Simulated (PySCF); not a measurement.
Precursor series Hf H-SH. Gas-phase values, no solvent. One relaxed conformer stands for each flexible species; it need not be the lowest.

All values below come from PBE-D3(BJ)/def2-TZVP // BP86-D3(BJ)/def2-SVP in PySCF. 

| species | HOMO (eV) | LUMO (eV) | coordination number |
|---|---|---|---|
| 0 of 4 H replaced by SH ([Hf(H)4]) | -7.12 | -3.09 | [?] |
| 1 of 4 H replaced by SH ([Hf(H)3(SH)]) | -6.91 | -3.05 | 4 |
| 2 of 4 H replaced by SH ([Hf(H)2(SH)2]) | [?] | -3.01 | [?] |
| 4 of 4 H replaced by SH ([Hf(SH)4]) | -6.69 | -2.96 | 4 |

### Question
What belongs in the gaps?

### Answer

- 0 of 4 H replaced by SH ([Hf(H)4]), coordination number: 4
- 2 of 4 H replaced by SH ([Hf(H)2(SH)2]), HOMO (eV): -6.87
- 2 of 4 H replaced by SH ([Hf(H)2(SH)2]), coordination number: 4
